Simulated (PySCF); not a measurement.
C₃H₈ClOSi (doublet state).
Cartesian coordinates in Å at the GFN2-xTB level; atoms count from 1:
```xyz
14
C3H8ClOSi angstrom
C      2.201   -0.982    0.145
C      1.398    0.232    0.588
O      0.120    0.180    0.027
Si    -1.211    1.056    0.358
C     -2.449    0.320   -0.889
Cl    -4.090    0.819   -0.415
H      1.714   -1.893    0.483
H      2.267   -1.007   -0.940
H      3.202   -0.936    0.563
H      1.322    0.259    1.681
H      1.893    1.156    0.263
H     -1.632    0.906    1.750
H     -2.435   -0.770   -0.883
H     -2.301    0.661   -1.911
```

The hyperfine couplings belong to this conformer and change with its torsions.

Identity: `CCO[SiH]CCl` [radical].

Method used: UKS B3LYP, pcH-1 on C Cl H O Si, non-relativistic, mean-field spin-orbit, GIAO in PySCF. Isolated species at its GFN2-xTB geometry (one conformer only). A GFN2-xTB geometry isn't a minimum of the functional, and hyperfine couplings can be far from their values at a DFT geometry, by a factor of two or more for some ions and for spin on atoms past the first row. No stability test was run, so a lower SCF solution isn't excluded.

Task: Where do the isotropic ENDOR lines of C5, C1, H12, H13/H14 and H10/H11 fall at 337.7 mT, to first order?

Result: For S = 1/2 in fast tumbling each set of equivalent nuclei gives two lines, ν± = |νn ± a/2| to first order, with νn = g_N μN B/h and μN/h = 7.62259 MHz/T.

| nuclei | isotope | g_N | νn (MHz) | a_iso (MHz) | lower line (MHz) | upper line (MHz) |
| --- | --- | --- | --- | --- | --- | --- |
| C5 | 13C | 1.4048 | 3.62 | 47.43 | 20.10 | 27.33 |
| C1 | 13C | 1.4048 | 3.62 | 1.21 | 3.01 | 4.22 |
| H12 | 1H | 5.5857 | 14.38 | 141.80 | 56.52 | 85.28 |
| H13/H14 | 1H | 5.5857 | 14.38 | 19.88 | 4.44 | 24.32 |
| H10/H11 | 1H | 5.5857 | 14.38 | 4.07 | 12.34 | 16.41 |

The rows for 13C, of low natural abundance, apply to labelled samples.

Task: Which pairs are centred on the nuclear Larmor frequency, and which on half the coupling?

Result: Centred on νn, since |a| < 2νn: C1, H13/H14 and H10/H11. Centred on |a|/2 and split by 2νn: C5 and H12.

Nuclei that the bonding pattern makes equivalent are averaged, as if the motion that swaps them (rotation, inversion, ring flip) were fast. The 1H value of +19.9 MHz is a mean of couplings from 3.3 to 36.4 MHz in this one geometry, not an average over conformers.

The largest Mulliken spin populations are on Si4 (+0.83), O3 (+0.08) and H12 (+0.06). Si4 is the only atom above +0.15. The angles at Si4 add up to 326.3°, so it is pyramidal.

On one thread of an Arm Neoverse V2, no GPU, shared host, this took 65 s of wall time (grids of density and orbitals included) and 0.93 GiB of memory at its peak.
